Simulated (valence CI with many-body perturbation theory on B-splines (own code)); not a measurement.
Sensitivity of CI+MBPT for Sb30+

Computed by relativistic CI+MBPT: three valence electrons over a frozen Dirac-Fock core [Ar], a basis of 6 s, 6 p, 5 d, 5 f, 1 g functions for each j, with the one-electron correlation potential Σ1 (screened to all orders), the two-electron term Σ2, the three-electron term Σ3, Breit, model QED; selected single and double excitations, second order for the rest, scaled by the run's own slope (own B-spline code, finite nucleus).

The last digits are not significant, and no measured levels were compared; by estimate large intervals hold to a few tenths of a per cent, small ones and those within an open d or f shell to about a per cent. Only levels of the ground parity were solved; by the run's estimate the other parity begins above the list, which can be wrong where configurations are misplaced.

The reference run has the lowest level (3d3/2^3) J=3/2 and an ionisation energy of 1781.61 eV. Its largest variational space holds 2233 state functions.

Levels are named by their leading jj configuration (3d3/2^4 stands for four electrons in 3d with j = 3/2), which in mixed levels can hold well under half, so a name can repeat and another be missing. Letters in brackets count levels of one name in rising energy.

Changed runs:
A. correlating orbitals by l 3 3 3 3 1 → 1 3 3 1 1
B. Breit term on → off
C. scale of Σ2 1 → 0.8; logarithmic knot step 0.27 → 0.4
D. correlating orbitals by l 3 3 3 3 1 → 2 2 1 1 0; natural orbitals for correlation on → off (bad on purpose)

Excitation energies of the reference run in cm⁻¹, and shifts in cm⁻¹:

```
                    Level  Reference       A       B      C      D
    (3d3/2^2 3d5/2) J=5/2      61879     -37   +3258   -295   -505
    (3d3/2^2 3d5/2) J=7/2      98155     -22   +5700   -241   -288
    (3d3/2^2 3d5/2) J=3/2     105697     +21   +2145   +585   +579
    (3d3/2^2 3d5/2) J=9/2     113381    +7.9   +6685   -199   +110
    (3d3/2^2 3d5/2) J=1/2     124223     +13   +2990   +768   +576
(3d3/2 3d5/2^2) J=7/2 [a]     178691     +17   +6641   -203   +238
(3d3/2 3d5/2^2) J=5/2 [a]     187535     +25   +4955   +635   +675
    (3d3/2 3d5/2^2) J=9/2     188782    -6.8   +8702   -375   +8.6
(3d3/2 3d5/2^2) J=3/2 [a]     214934     +42   +5379   +426   +745
    (3d3/2 3d5/2^2) J=1/2     226929     +39   +6036   +682   +967
   (3d3/2 3d5/2^2) J=11/2     239260     +35  +10490   -289   +648
(3d3/2 3d5/2^2) J=5/2 [b]     257028     +74   +7127   +731  +1123
   Ionisation energy (eV)    1781.61  -0.013   +0.95  -1.07  -0.18
```
